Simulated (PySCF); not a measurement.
Delta-SCF ions had no search for a lower state. Excitations are Tamm–Dancoff values on a coarser integration grid. The basis has no diffuse functions, so Rydberg states are missing or too high.

CH6OSi2, SMILES `O[SiH2][SiH]=C` (C–Si–Si–O torsion -11°, Si–Si–O–H torsion -47°) (charge 0, multiplicity 1)

These are PySCF with TPSSh-D3(BJ)/def2-TZVP // B3LYP-D3(BJ)/def2-TZVP values and carry that method's errors.

The HOMO is -6.09 eV, the dipole moment is 0.98 D and the HOMO–LUMO gap comes out as 4.13 eV. The LUMO is -1.96 eV. The S1 excitation (TDA) is 4.68 eV and the S1 oscillator strength is 0.035. The brightest of the four lowest singlets (TDA) is 5.35 eV and the T1 excitation (TDA) is 2.42 eV. The S1–T1 gap (TDA) is 2.27 eV and the vertical ionisation energy (Delta-SCF) comes out as 8.48 eV. The total energy comes out as -696.0295 Ha and the cost is around 6 core-minutes (rough).

```xyz
10

C      1.7213     0.8476    -0.5589
Si     0.8389     0.2099     0.7614
Si    -1.2265    -0.8203     0.3956
O     -1.7133    -0.5145    -1.1558
H      1.3795     0.7271    -1.5798
H      2.6584     1.3792    -0.4495
H      1.3503     0.3893     2.1393
H     -2.1969    -0.3181     1.4031
H     -1.1539    -2.2915     0.5161
H     -1.6577     0.3913    -1.4715
```
Charge 0, spin multiplicity 1.
